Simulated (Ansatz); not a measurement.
```yaml
atoms:
  - { symbol: Fe, position_ang: [0.0000, 0.0000, 1.2680] }
  - { symbol: Mn, position_ang: [0.0000, 0.0000, -1.2680] }
  - { symbol: O, position_ang: [0.0000, 1.3056, 0.0000] }
  - { symbol: O, position_ang: [0.0000, -1.3056, 0.0000] }
```

Basis set: pcseg-2 (spherical functions). Charge 0, multiplicity 2.

Computed with Ansatz (development build ahead of 0.2.0); each method stands on the lowest determinant of its kind that the runs found.

The atomization energy at this shape (free ground-state atoms in the same class of orbitals less the molecule, no zero-point energy) of doublet FeMnO₂:

| method | atomization energy |
| --- | --- |
| PBE (unrestricted) | 324.31 kcal/mol |

**Question.** What does UHF give?

**Answer.** 99.39 kcal/mol. Caution: another spin multiplicity may lie lower; the unrestricted determinant is a mixture of spin states.

The shape needn't be a minimum at these levels.
